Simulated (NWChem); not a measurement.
System: C4H4OS; SMILES O=C1C=CSC1

Here is an NWChem input.

```
start job
memory heap 200 mb stack 900 mb global 1100 mb
geometry units angstroms noautoz
  O     -0.289127     2.369931     0.000000
  C     -0.043347     1.172306     0.000000
  C      1.270720     0.517248     0.000000
  C      1.205414    -0.844212     0.000000
  S     -0.389645    -1.559031     0.000000
  C     -1.163518     0.097533     0.000000
  H      2.202421     1.097617     0.000000
  H      2.066098    -1.529825     0.000000
  H     -1.802331     0.216818     0.897807
  H     -1.802331     0.216818    -0.897807
end
basis spherical
  O library def2-svp
  C library def2-svp
  S library def2-svp
  H library def2-svp
end
dft
  xc xpbe96 cpbe96
  iterations 150
  mulliken
end
task dft energy
```

All runs use the structure optimised with PBE-D3(BJ)/def2-SVP.

Task: Predict the main results of this run. (PBE/def2-SVP.) Quantities: energy (Ha); highest occupied level (eV); orbital gap (eV); dipole (D).

Result: 
```
Property                      Result
---------------------------  -------
energy (Ha)                  -627.50
highest occupied level (eV)    -5.65
orbital gap (eV)                3.14
dipole (D)                      2.41
```
